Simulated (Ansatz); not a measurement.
Energy landscape of H2B (anion, charge -1), singlet: symmetric bend, bond length relaxed. Scanned: H-B-H angle. Other coordinates (B-H bond length) were minimised at PBE0/def2-TZVP.

Methods: CCSD/aug-cc-pVDZ = CCSD on RHF/aug-cc-pVDZ, frozen core (Ansatz, a program for electronic structure); RKS-BLYP/aug-cc-pVDZ = Ansatz with restricted BLYP/aug-cc-pVDZ; FCI/aug-cc-pVDZ = full CI/aug-cc-pVDZ, frozen core (Ansatz).

Energies in eV, each method relative to its own lowest point.

```json
[
 {"a / °": "180", "CCSD/aug-cc-pVDZ": "…", "RKS-BLYP/aug-cc-pVDZ": "0.764", "FCI/aug-cc-pVDZ": "0.832"},
 {"a / °": "167.76", "CCSD/aug-cc-pVDZ": "0.907", "RKS-BLYP/aug-cc-pVDZ": "…", "FCI/aug-cc-pVDZ": "0.803"},
 {"a / °": "161.71", "CCSD/aug-cc-pVDZ": "0.832", "RKS-BLYP/aug-cc-pVDZ": "0.658", "FCI/aug-cc-pVDZ": "0.755"},
 {"a / °": "150.53", "CCSD/aug-cc-pVDZ": "0.641", "RKS-BLYP/aug-cc-pVDZ": "0.510", "FCI/aug-cc-pVDZ": "0.600"},
 {"a / °": "139.12", "CCSD/aug-cc-pVDZ": "0.417", "RKS-BLYP/aug-cc-pVDZ": "…", "FCI/aug-cc-pVDZ": "0.396"},
 {"a / °": "129.31", "CCSD/aug-cc-pVDZ": "0.236", "RKS-BLYP/aug-cc-pVDZ": "0.184", "FCI/aug-cc-pVDZ": "0.224"},
 {"a / °": "121.07", "CCSD/aug-cc-pVDZ": "0.112", "RKS-BLYP/aug-cc-pVDZ": "0.082", "FCI/aug-cc-pVDZ": "0.105"},
 {"a / °": "109.08", "CCSD/aug-cc-pVDZ": "…", "RKS-BLYP/aug-cc-pVDZ": "0.000", "FCI/aug-cc-pVDZ": "…"},
 {"a / °": "100.87", "CCSD/aug-cc-pVDZ": "0.000", "RKS-BLYP/aug-cc-pVDZ": "0.004", "FCI/aug-cc-pVDZ": "0.000"},
 {"a / °": "90.51", "CCSD/aug-cc-pVDZ": "0.089", "RKS-BLYP/aug-cc-pVDZ": "0.095", "FCI/aug-cc-pVDZ": "0.088"},
 {"a / °": "79.41", "CCSD/aug-cc-pVDZ": "0.318", "RKS-BLYP/aug-cc-pVDZ": "0.315", "FCI/aug-cc-pVDZ": "0.312"},
 {"a / °": "70.55", "CCSD/aug-cc-pVDZ": "0.604", "RKS-BLYP/aug-cc-pVDZ": "0.588", "FCI/aug-cc-pVDZ": "0.591"},
 {"a / °": "60", "CCSD/aug-cc-pVDZ": "1.065", "RKS-BLYP/aug-cc-pVDZ": "1.023", "FCI/aug-cc-pVDZ": "1.038"}
]
```

Q: Complete the blanks.

A: 
- 180, CCSD/aug-cc-pVDZ: 0.973
- 167.76, RKS-BLYP/aug-cc-pVDZ: 0.715
- 139.12, RKS-BLYP/aug-cc-pVDZ: 0.331
- 109.08, CCSD/aug-cc-pVDZ: 0.005
- 109.08, FCI/aug-cc-pVDZ: 0.004
